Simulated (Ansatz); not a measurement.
Species: C3H10NSi, net charge 0, doublet state. It need not be the lowest isomer of its formula. 
Coordinates optimised at B3LYP-D3(BJ)/def2-TZVP (Ansatz, an electronic-structure program):
```
Si
N 1 1.7402
H 2 1.0098 1 118.81
H 2 1.0098 3 109.63 1 141.36
C 1 1.8525 2 113.51 3 69.98
H 5 1.0861 1 123.19 2 89.98
H 5 1.0862 6 113.58 1 175.22
C 1 1.8716 2 106.78 3 -170.27
H 8 1.0917 1 110.87 2 58.50
H 8 1.0921 9 108.32 1 -122.07
H 8 1.0932 9 107.85 10 -116.00
C 1 1.8719 2 106.54 3 -49.80
H 12 1.0917 1 110.85 2 -58.08
H 12 1.0920 13 108.32 1 122.06
H 12 1.0932 13 107.87 14 116.00
```
Charge 0, spin multiplicity 2.

Total electronic energies in hartree. Correlated levels leave the core frozen unless marked. Open shells are spin-unrestricted. No spin-orbit coupling. Non-relativistic. CBS marks a two-point X^-3 extrapolation of the correlation energy; Hartree-Fock from the larger set. The bracket is a focal-point correction in the basis named.

```json
[
 {"level": "BLYP-D4/def2-TZVPD", "program": "Ansatz + dftd4", "energy (Eh)": "-464.58730"},
 {"level": "PBE0-D4/def2-TZVPD", "program": "Ansatz + dftd4", "energy (Eh)": "-464.33720"},
 {"level": "PBE0/def2-TZVP", "program": "Ansatz", "energy (Eh)": "-464.32556"},
 {"level": "r2SCANh/def2-TZVPD", "program": "Ansatz", "energy (Eh)": "-464.52711"},
 {"level": "B2GP-PLYP-D4/def2-TZVPD", "program": "Ansatz + dftd4", "energy (Eh)": "-464.30276"},
 {"level": "B2GP-PLYP/def2-TZVPD", "program": "Ansatz", "energy (Eh)": "-464.29774"},
 {"level": "RPA@PBE/cc-pV(Q+d)Z", "program": "Ansatz", "energy (Eh)": "-464.42539"},
 {"level": "CCSD(T)/6-31G", "program": "Ansatz", "energy (Eh)": "-463.17262"},
 {"level": "RI-MP2/CBS(cc-pV(T+d)Z,cc-pV(Q+d)Z)+[CCSD(T)-MP2]/cc-pV(D+d)Z", "program": "Ansatz", "energy (Eh)": "-463.9581"}
]
```

Totals of different functionals don't rank their quality; only differences between species are comparable.
